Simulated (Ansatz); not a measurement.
One change: `CO[SiH2][Se]C` becomes `CO[SiH2]N`.

Ansatz, PBE0-D4/def2-TZVP geometries, multiplicity 1. Each molecule was computed in one conformer, which needn't be the lowest.

Scalar relativity is left out up to krypton.

```csv
property,`CO[SiH2][Se]C`
HOMO energy (PBE/def2-TZVPP) / eV,-5.59
HOMO–LUMO gap (B3LYP/def2-TZVPP) / eV,6.30
size of the dipole moment (PBE/def2-TZVPP) / D,2.14
LUMO energy (ωB97M-V/def2-TZVPP) / eV,1.86
HOMO–LUMO gap (ωB97M-V/def2-TZVPP) / eV,10.75
size of the dipole moment (B3LYP/def2-TZVPP) / D,2.19
```

Task: What does the change do to each property? (Estimate.)

Result: The calculation gave: 
| property | `CO[SiH2]N` | shift |
| --- | --- | --- |
| HOMO energy (PBE/def2-TZVPP) / eV | -6.14 | -0.55 |
| HOMO–LUMO gap (B3LYP/def2-TZVPP) / eV | 7.74 | 1.44 |
| size of the dipole moment (PBE/def2-TZVPP) / D | 2.05 | -0.09 |
| LUMO energy (ωB97M-V/def2-TZVPP) / eV | 2.15 | 0.29 |
| HOMO–LUMO gap (ωB97M-V/def2-TZVPP) / eV | 12.17 | 1.42 |
| size of the dipole moment (B3LYP/def2-TZVPP) / D | 2.06 | -0.13 |

With PBE0 the HOMO falls by 0.89 eV and the LUMO rises by 0.64 eV, so the gap widens by about 1.53 eV. PBE moves the HOMO by -0.55 eV and ωB97M-V by -1.13 eV. Dipoles are sizes alone; their direction can turn.

B3LYP here is the variant with VWN-RPA as its local correlation; programs differ in this.

Spin–orbit coupling is left out; it splits and shifts lone-pair levels of the heavy atoms by tenths of an eV.
